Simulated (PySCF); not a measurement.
Ar¹²⁺ (argon, charge +12) across methods

[He] 2s2 2p2, high-spin 3P determinant. All numbers are calculated (PySCF 2.14, the non-relativistic Hamiltonian (point nucleus), in an uncontracted even-tempered set (18 s from 1.6 bohr⁻², ratio 2.2; 11 p from 2 bohr⁻², ratio 2.2; 6 d from 10 bohr⁻², ratio 2.4; 5 f from 15 bohr⁻², ratio 2.4; 5 g from 22 bohr⁻², ratio 2.4)).

| method | E (hartree) | mean ε 2s α (eV) | mean ε 2s β (eV) | mean ε 2p α (eV) | Σ⟨r²⟩ (bohr²) | ⟨S²⟩ |
| --- | --- | --- | --- | --- | --- | --- |
| PBE | -430.4238 | -698.95 | -686.10 | -653.02 | 0.6166 | 2.000 |
| PBE0 | -430.4618 | -708.18 | -692.04 | -661.63 | 0.6162 | 2.000 |
| UHF | -430.40428 | -734.81 | -707.95 | -686.61 | 0.6156 | 2.001 |
| LDA | -429.0136 | -697.46 | -684.67 | -651.92 | 0.6181 | 2.000 |
| r2SCAN | -430.5527 | -703.17 | -687.42 | -656.85 | 0.6157 | 2.000 |
| PBEsol | -429.7907 | -698.19 | -685.17 | -652.26 | 0.6171 | 2.000 |
| r2SCAN0 | -430.5616 | -711.23 | -692.94 | -664.47 | 0.6156 | 2.000 |
